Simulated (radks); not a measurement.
Values are calculated unless marked as measured or tabulated.
Q: These are the eigenvalues of the occupied orbitals of an atom or ion with whole-number occupations (hartree). Level of theory: non-relativistic Kohn-Sham, TPSS, spin-polarised, spherical densities, point nucleus; meta-GGA in the generalised Kohn-Sham scheme (a radial shooting solver on a logarithmic mesh with Libxc functionals).

1s up: -927.9296
1s down: -926.7371
2s up: -208.0550
2s down: -206.1112
2p up: -202.4720

Which element is it, and in what charge state? The configuration may be excited. Open shells, if any, are filled with parallel spins first.

A: Z = 45, rhodium, charge +38: Rh38+ in [He] 2s2 2p3. The list shows which subshells hold electrons but not how many an open one holds; the 1s level, -927.93 hartree, gives Z - s = 43.1 by -(Z - s)^2/2, which with screening narrows Z to a few neighbours, and the depths of the outer levels then fix element, charge and occupations together.
